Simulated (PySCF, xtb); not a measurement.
HfI3, SMILES [I][Hf+]([I])[I], charge +1, multiplicity 1.

Harmonic wavenumbers (cm⁻¹) from xtb with GFN2-xTB at its own minimum, in rising order: 15, 22, 22, 146, 229, 229.

Problem. What does B3LYP-D3(BJ)/def2-SVP (PySCF) give at its own minimum? (An estimate is asked for; the answer gives what the named calculation found.)

Solution. 53, 56, 56, 201, 234, 234. Paired by order, the mean absolute difference is 28 cm⁻¹ and the zero-point energies are 0.9 and 1.2 kcal/mol.
